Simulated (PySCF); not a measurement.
Sb(Cl)(SiH3)2 (ClH₆SbSi₂), SMILES [Sb]([SiH3])([Cl])[SiH3].

Geometry optimised at B3LYP-D3(BJ)/def2-SVP. The structure was generated by enumeration; whether it is a known compound was not checked. The def2 effective core potentials stand for the cores of Sb; spin–orbit coupling is left out.

Level of theory: IEF-PCM-M06-2X/def2-SVP (PySCF 2.14.0).

The values are the electrostatic part of the solvation free energy, E(continuum) − E(gas) at the gas-phase geometry, in a cavity of scaled van der Waals radii (PySCF's table); cavitation and dispersion terms are not included. A continuum can't describe solvent molecules that bind to the metal. In vacuum the orbital gap is 7.09 eV. The dipole moment in vacuum is 2.67 D.

Computed values in water (ε = 78.36), methanol (ε = 32.61), N,N-dimethylformamide (ε = 37.22):
```tsv
solvent	ε	ΔG(elec) (kcal/mol)	dipole (D)	gap (eV)
water	78.36	-3.3	3.92	7.18
methanol	32.61	-3.2	3.87	7.17
N,N-dimethylformamide	37.22	-3.2	3.88	7.17
```
